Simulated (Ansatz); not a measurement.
C3H8AlN, SMILES `[NH2][AlH][CH]1CC1`, relaxed with RKS PBE-D4/def2-SVP in the Gaussian-basis code of Ansatz from a rough embedded geometry. The force threshold is 0.03 eV/Å; the program also tests the step.

Total charge 0; spin multiplicity 1.

Start:

```xyz
13

N    -0.222    1.703   -1.789
Al   -0.052    1.653    0.084
C     0.319   -0.081    0.974
C     0.660   -1.336    0.133
C    -0.721   -1.199    0.702
H     0.755    1.360   -2.190
H    -0.910    1.024   -2.085
H    -0.262    2.933    0.968
H     0.753   -0.157    2.066
H     1.332   -2.020    0.590
H     0.692   -1.042   -0.978
H    -1.509   -0.953    0.011
H    -0.834   -1.883    1.514
```

```json
{"step": "1", "energy (eV)": "-11311.9638", "largest force (eV/Å)": "2.804", "largest move (Å)": "0.000"}
{"step": "2", "energy (eV)": "-11312.4276", "largest force (eV/Å)": "1.004", "largest move (Å)": "0.108"}
{"step": "3", "energy (eV)": "-11312.5220", "largest force (eV/Å)": "0.628", "largest move (Å)": "0.191"}
{"step": "4", "energy (eV)": "-11312.5632", "largest force (eV/Å)": "0.808", "largest move (Å)": "0.195"}
{"step": "5", "energy (eV)": "-11312.6302", "largest force (eV/Å)": "1.002", "largest move (Å)": "0.195"}
{"step": "6", "energy (eV)": "-11312.7316", "largest force (eV/Å)": "0.847", "largest move (Å)": "0.199"}
{"step": "7", "energy (eV)": "-11312.8233", "largest force (eV/Å)": "0.708", "largest move (Å)": "0.200"}
{"step": "8", "energy (eV)": "-11312.9110", "largest force (eV/Å)": "0.364", "largest move (Å)": "0.200"}
{"step": "9", "energy (eV)": "-11312.9521", "largest force (eV/Å)": "0.431", "largest move (Å)": "0.200"}
{"step": "10", "energy (eV)": "-11312.9716", "largest force (eV/Å)": "0.308", "largest move (Å)": "0.161"}
{"step": "11", "energy (eV)": "-11312.9874", "largest force (eV/Å)": "0.105", "largest move (Å)": "0.088"}
{"step": "12", "energy (eV)": "-11312.9906", "largest force (eV/Å)": "0.028", "largest move (Å)": "0.073"}
{"step": "13", "energy (eV)": "-11312.9918", "largest force (eV/Å)": "0.139", "largest move (Å)": "0.119"}
{"step": "14", "energy (eV)": "-11312.9924", "largest force (eV/Å)": "0.107", "largest move (Å)": "0.043"}
{"step": "15 (rejected)", "energy (eV)": "-11312.9891", "largest force (eV/Å)": "0.256", "largest move (Å)": "0.094"}
{"step": "16", "energy (eV)": "-11312.9947", "largest force (eV/Å)": "0.053", "largest move (Å)": "0.046"}
{"step": "17", "energy (eV)": "-11312.9952", "largest force (eV/Å)": "0.060", "largest move (Å)": "0.043"}
{"step": "18", "energy (eV)": "-11312.9955", "largest force (eV/Å)": "0.056", "largest move (Å)": "0.067"}
{"step": "19", "energy (eV)": "-11312.9956", "largest force (eV/Å)": "0.020", "largest move (Å)": "0.013"}
```

End:

```xyz
13

N    -0.393    1.543   -1.660
Al   -0.028    1.592    0.091
C     0.224   -0.113    1.005
C     0.864   -1.306    0.288
C    -0.600   -1.342    0.606
H    -0.482    0.701   -2.234
H    -0.547    2.367   -2.244
H     0.060    3.037    0.772
H     0.457   -0.071    2.085
H     1.538   -1.955    0.871
H     1.173   -1.188   -0.765
H    -1.323   -1.248   -0.223
H    -0.942   -2.016    1.409
```

Run time 20 s (4 threads of an Arm Neoverse V2 on a shared host); peak host memory 0.16 GiB.
